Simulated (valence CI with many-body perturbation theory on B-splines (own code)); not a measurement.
Questions on Sm⁵⁷⁺

Calculated by valence CI with perturbative core correlation (CI+MBPT): three valence electrons over a frozen Dirac-Fock core [He], a basis of 11 s, 11 p, 9 d, 7 f, 5 g, 2 h, 1 i functions for each j, with the one-electron correlation potential Σ1 (screened to all orders), the two-electron term Σ2, the three-electron term Σ3, Breit, model QED; selected single and double excitations, second order for the rest (own B-spline code, finite nucleus).

The last digits are not significant, and no measured levels were compared; by estimate large intervals hold to a few tenths of a per cent, small ones and those within an open d or f shell to about a per cent.

Levels are named by their leading jj configuration (3d3/2^4 stands for four electrons in 3d with j = 3/2), which in mixed levels can hold well under half, so a name can repeat and another be missing.

Rates and lifetimes use the calculated energies. Strong lines usually hold to 10 to 20 %, long lifetimes can be off by a factor of two.

(1) What is the ground level?

(2) Among levels below 8483.0 eV, which E1 lines absorb most strongly from the ground level?

(3) What is the ionisation energy?

(4) Where does the other parity begin?

(5) What are the static dipole polarisabilities of the lowest levels?

## Answers

(1) (2s^2 2p1/2) J=1/2, composition 100 % 2s2 2p 2P°, g = 0.632.

(2) to (2s^2 3d3/2) J=3/2 at 0.1678 nm, f = 0.558; to (2s 2p1/2 3p1/2) J=3/2 at 0.1701 nm, f = 0.222; to (2s 2p1/2 3p3/2) J=3/2 at 0.1653 nm, f = 0.170.

(3) 12582 eV; NIST lists 12588 ± 6 eV (theoretical).

(4) At (2s 2p1/2^2) J=1/2, 202.4 eV.

(5) (2s^2 2p1/2) J=1/2 0.000360 bohr³, of which the core gives 4.97e-07.
